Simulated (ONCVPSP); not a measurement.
**nickel: excitation energies, all-electron against ONCV**

- Element: Ni
- Generator: ONCVPSP 4.0.1
- Type: optimised norm-conserving Vanderbilt (ONCV)
- Functional: PW91
- Relativity: scalar-relativistic
- Frozen core: [Ne]
- Valence charge: 18
- Reference configuration: 3s2 3p6 3d8 4s2
- Partial waves: 3s+4s: rc 1.25 bohr, ncon 3, nbas 6, qcut 10.1 1/bohr, 3 projectors, debl 3.3 Ha; 3p: rc 1.10 bohr, ncon 4, nbas 7, qcut 14.9 1/bohr, 2 projectors, debl 3.4 Ha; 3d: rc 1.15 bohr, ncon 5, nbas 10, qcut 12.7 1/bohr, 2 projectors, debl 3.2 Ha
- Local potential: polynomial inside 1.00 bohr (lpopt 3, dvloc0 2 Ha)
- Core correction: Teter function, fcfact 2.5, rcfact 1.5

Energies are relative to the spin-unpolarised reference configuration 3s2 3p6 3d8 4s2; without spin polarisation the order of configurations can differ from experiment.

| valence configuration | charge | ΔE all-electron (eV) | error AE − PS (meV) |
| --- | --- | --- | --- |
| 3s2 3p6 3d8 4s0 | +2 | 26.802 | +0.8 |
| 3s2 3p6 3d8 4s0 4p2 | 0 | 9.557 | 0.0 |

(1) What are ΔE and the potential's error for 3s2 3p6 3d7 4s0?

(2) What are ΔE and the potential's error for 3s2 3p6 3d8 4s1?

Answers

(1) ΔE = 64.379 eV all-electron; the error (AE − PS) is -3.5 meV.

(2) ΔE = 9.391 eV all-electron; the error (AE − PS) is -0.2 meV.
